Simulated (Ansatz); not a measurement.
Two isomers of C2H8BFSi: A = `CB[SiH](C)F`, B = `BC(C)(F)[SiH3]`.

Gas-phase electronic energies from Ansatz, PBE0-D4/def2-TZVP geometries. CCSD(T)/CBS is the MP2 limit (def2-TZVPP, def2-QZVPP) plus CCSD(T) − MP2 in def2-TZVPP, frozen cores. Functionals use def2-TZVPP. B3LYP here is the variant with VWN-RPA as its local correlation; programs differ in this. One conformer a species, not always the lowest.

Question: Which isomer does CCSD(T)/CBS put lower? Give the gap. (Estimate.)

Answer: Computed: A, by 256.7 kJ/mol.

Question: Give E(B) − E(A) in kJ/mol with CCSD(T)/def2-TZVPP, B3LYP-D4, B3LYP, CCSD/def2-TZVPP, PBE-D4, HF/def2-TZVPP, r2SCAN-D4. (An estimate is asked.)

Answer: Computed: CCSD(T)/def2-TZVPP 252.1, B3LYP-D4 248.5, B3LYP 254.0, CCSD/def2-TZVPP 258.1, PBE-D4 235.2, HF/def2-TZVPP 273.5, r2SCAN-D4 248.4. None reverses the order clearly.

Largest T1 diagnostic: 0.013.

The D4 term adds −5.5 kJ/mol with B3LYP and −2.6 kJ/mol with PBE0; it sums over pairs of atoms, weighted by their polarisabilities, and B3LYP, whose exchange is more repulsive, gets the larger term. From PBE to PBE0 (25 % exact exchange), in def2-TZVPP and without D4, E(B) − E(A) moves by +10.2 kJ/mol.
